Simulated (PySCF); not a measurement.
Species: C7H11NP2.
Bonds: C1–C2, C2–C3 (aromatic), C3–C4 (aromatic), C4–N5, N5–C6, N5–C7, C4–P8 (aromatic), P8–C9 (aromatic), C9–P10 (aromatic), C2–P10 (aromatic). Hydrogens: H11, H12, H13 on C1; H14 on C3; H15, H16, H17 on C6; H18, H19, H20 on C7; H21 on C9.

NICS = −σ at a ghost point: NICS(0) at the centroid of the ring atoms, NICS(1) 1 Å to either side along the normal of their mean plane, zz for the tensor component along that normal. Level: GIAO PBE0/pcSseg-1 (PySCF, non-relativistic, gas phase) on the GFN2-xTB geometry, one conformer.

Ring bond lengths (Å), with Mayer bond orders in brackets: C2–C3 1.378 (1.47), C3–C4 1.400 (1.30), C4–P8 1.774 (1.17), P8–C9 1.720 (1.36), C9–P10 1.724 (1.31), P10–C2 1.751 (1.25).

Problem. Give the NICS values of each ring in ppm.

Solution. 
```tsv
ring	type	NICS(0)	NICS(1), two faces	NICS(1)zz, two faces	rms pucker (Å)	centre to ring atoms, mean (Å)
C2–C3–C4–P8–C9–P10	6-membered ring with 2 P; formal bonds all aromatic	-6.8	-9.2 / -9.2	-21.7 / -21.8	0.01	1.61
```

Problem. What do they say, and how far can they be read as aromaticity?

Solution. 
- C2–C3–C4–P8–C9–P10: mean NICS(1)zz -21.7 ppm, shielded.

Problem. How equal are the bonds by HOMA? HOMA = 1 − mean of α(R − Ropt)² over the ring bonds, with Krygowski's 1993 parameters (CC: Ropt 1.388 Å, α 257.7 Å⁻²; CP: Ropt 1.698 Å, α 118.91 Å⁻²).

Solution. 
- C2–C3–C4–P8–C9–P10: HOMA 0.80; the largest term is that of C4–P8, α(R − Ropt)² = 0.69.

Problem. Give the inner angles of the rings and the Hirshfeld charges of the ring atoms.

Solution. 
- C2–C3–C4–P8–C9–P10: C2 127.5° (-0.042 e), C3 129.4° (-0.076 e), C4 124.5° (+0.002 e), P8 103.2° (+0.047 e), C9 133.4° (-0.174 e), P10 102.0° (+0.043 e); sum 720.0° against 720° for a flat convex ring.

Problem. What are the shieldings of the ring atoms and their hydrogens in the same run (means over atoms taken as equivalent)?

Solution. 
| atoms | environment | σ isotropic (ppm) |
| --- | --- | --- |
| C2 | substituted aromatic carbon | 9.5 |
| C3 | aromatic CH carbon | 65.6 |
| C4 | aromatic carbon bearing nitrogen | 6.9 |
| P8 | phosphorus bonded to 2 C | 144.2 |
| C9 | aromatic CH carbon | -8.8 |
| P10 | phosphorus bonded to 2 C | 126.6 |
| H14 | aromatic hydrogen | 24.29 |
| H21 | aromatic hydrogen | 21.15 |

Conformer computed: `[CH3:1][c:2]1[cH:3][c:4]([N:5]([CH3:6])[CH3:7])[p:8][cH:9][p:10]1`: C3–C4–N5–C6 -7°.
